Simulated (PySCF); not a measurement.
**Question.** Write Cartesian coordinates for `[F][GeH2][NH][SiH3]` as optimised with PBE0-D3(BJ)/def2-SVP.

**Answer.** 
```xyz
10
FGeH6NSi angstrom
F      1.8858   -0.5896    1.4490
Ge     1.4065   -0.0818   -0.1536
N     -0.2181    0.7205   -0.0751
Si    -1.7821   -0.0494   -0.1159
H      2.4678    0.9332   -0.5930
H      1.2984   -1.3600   -0.9884
H     -0.1923    1.6958    0.2111
H     -1.5697   -1.4216   -0.6638
H     -2.4260   -0.1572    1.2305
H     -2.7178    0.7082   -1.0030
```

Orientation and origin are arbitrary. Atoms count from 1 in this order. N3 (silicon-bound nitrogen) is almost planar (angles 127.4°, 116.9° and 114.4°, sum 358.8°, 0.09 Å off the plane of its three neighbours). Si4 (SiH3 silicon) is distorted tetrahedral (angles from 106.7° to 113.4°). Ge2 (germanium bonded to F, N and 2 H) is distorted tetrahedral (angles from 105.4° to 116.5°).

Bonds between heavy atoms (Å): F1–Ge2 1.748, Ge2–N3 1.814, N3–Si4 1.744.

Computed, not measured: PBE0-D3(BJ)/def2-SVP geometry optimisation, gas phase in PySCF 2.14.0.

Point group: C1 (no symmetry element, even within 0.4 Å). No frequency check. The numbers are those of one conformer (F1–Ge2–N3–Si4 -85°).
